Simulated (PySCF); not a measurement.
# Radial density of Re²⁺ (rhenium, charge +2)

wB97X-V, [Xe] 4f14 5d4 6p1, one real determinant (an excited configuration). All numbers are calculated (PySCF 2.14, scalar relativity by spin-free X2C-1e, in x2c-TZVPPall).

```csv
r (bohr),4πr²ρ (e/bohr),4πr²(ρα − ρβ)
0.0137,103.5,0.0006
0.0231,90.33,0.0047
0.0388,118.4,0.0227
0.0652,132.9,0.1152
0.110,108.1,0.2648
0.185,116.0,0.0141
0.310,66.75,0.3623
0.522,63.79,0.1111
0.878,20.86,1.1432
1.48,8.169,2.8561
2.49,1.389,1.2073
4.18,0.2689,0.2685
7.03,0.004842,0.0048
```

Densities and radii are taken from the X2C orbitals without a picture-change correction, which distorts them close to the nucleus.

⟨L²⟩ = 8.00 against 12 for a pure F term, so this real determinant mixes terms. Spin-orbit coupling, absent here, splits the open shell strongly.
